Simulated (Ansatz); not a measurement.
Basis-set series for `C[N]1[SiH2][SbH]1`. The species carries charge 0 and has multiplicity 1. Sb: def2 effective core potential. All single points use the PBE0-D4/def2-TZVP geometry.

```tsv
atom	x (Å)	y (Å)	z (Å)
C1	1.386	0.183	-0.453
N2	0.272	0.127	0.457
Si3	-1.081	-0.872	0.680
Sb4	-1.162	1.619	0.825
H5	1.083	0.279	-1.504
H6	2.036	1.030	-0.215
H7	1.988	-0.728	-0.361
H8	-1.679	-1.561	-0.497
H9	-1.073	-1.769	1.864
H10	-1.771	1.690	-0.795
```

```csv
functional,basis,functions,energy (Eh),HOMO (eV),LUMO (eV)
PBE0-D4,def2-SVP,102,-625.79451,-6.32,-1.11
PBE0-D4,def2-TZVPP,238,-626.01821,-6.39,-1.29
ωB97M-V,def2-SVP,102,-625.89885,-8.34,0.73
ωB97M-V,def2-TZVPP,238,-626.12884,-8.41,0.43
```

Q: Give the rows for def2-QZVPP. (Best estimate.)

A: Ansatz gave: 
```csv
functional,basis,functions,energy (Eh),HOMO (eV),LUMO (eV)
PBE0-D4,def2-QZVPP,446,-626.03589,-6.41,-1.33
ωB97M-V,def2-QZVPP,446,-626.14574,-8.42,0.32
```

Positive LUMOs are unbound and depend on the basis.
